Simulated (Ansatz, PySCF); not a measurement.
Potential energy surface of H2B, doublet: symmetric bend, bond length relaxed. Scanned: H-B-H angle. Other coordinates (B-H bond length) were minimised at PBE0/def2-TZVP.

UKS-LDA (SVWN5)/6-31G* = unrestricted LDA (SVWN5)/6-31G*, spherical d in PySCF; UHF/def2-SVP (PySCF); CCSDT(Q)/cc-pVDZ = CCSDT(Q) on UHF/cc-pVDZ, frozen core run with Ansatz (an electronic-structure program); FCI/cc-pVDZ = full CI/cc-pVDZ, frozen core (Ansatz).

Energies relative to the lowest point of each profile, in kJ/mol:

```json
[
 {"a / °": "168.72", "UKS-LDA (SVWN5)/6-31G*": "25.7", "UHF": "37.7", "CCSDT(Q)/cc-pVDZ": "33.4"},
 {"a / °": "158.01", "UKS-LDA (SVWN5)/6-31G*": "18.1", "UHF": "26.1", "CCSDT(Q)/cc-pVDZ": "22.9"},
 {"a / °": "150.43", "UKS-LDA (SVWN5)/6-31G*": "11.7", "UHF": "16.6", "CCSDT(Q)/cc-pVDZ": "14.5"},
 {"a / °": "138.99", "UKS-LDA (SVWN5)/6-31G*": "3.3", "UHF": "4.7", "CCSDT(Q)/cc-pVDZ": "3.9"},
 {"a / °": "128.52", "UKS-LDA (SVWN5)/6-31G*": "0.0", "UHF": "0.0", "CCSDT(Q)/cc-pVDZ": "0.0"},
 {"a / °": "120.75", "UKS-LDA (SVWN5)/6-31G*": "1.8", "UHF": "1.9", "CCSDT(Q)/cc-pVDZ": "2.1"},
 {"a / °": "109.44", "UKS-LDA (SVWN5)/6-31G*": "12.8", "UHF": "14.9", "CCSDT(Q)/cc-pVDZ": "14.6"},
 {"a / °": "102.02", "UKS-LDA (SVWN5)/6-31G*": "26.3", "UHF": "30.9", "CCSDT(Q)/cc-pVDZ": "29.7"},
 {"a / °": "89.42", "UKS-LDA (SVWN5)/6-31G*": "62.6", "UHF": "73.3", "CCSDT(Q)/cc-pVDZ": "69.5"},
 {"a / °": "78.89", "UKS-LDA (SVWN5)/6-31G*": "107.8", "UHF": "125.2", "CCSDT(Q)/cc-pVDZ": "117.5"},
 {"a / °": "69.56", "UKS-LDA (SVWN5)/6-31G*": "160.7", "UHF": "184.8", "CCSDT(Q)/cc-pVDZ": "172.5"},
 {"a / °": "60", "UKS-LDA (SVWN5)/6-31G*": "228.5", "UHF": "259.4", "CCSDT(Q)/cc-pVDZ": "242.2"}
]
```

Question: Estimate the FCI/cc-pVDZ values at these points.

Answer: 168.72: 33.5; 158.01: 23.0; 150.43: 14.5; 138.99: 3.9; 128.52: 0.0; 120.75: 2.1; 109.44: 14.6; 102.02: 29.7; 89.42: 69.5; 78.89: 117.5; 69.56: 172.5; 60: 242.2 (kJ/mol).

The scan ran from 180.0 to 60.0; beyond the range shown the relaxed coordinates jump or full CI changes its symmetry label.
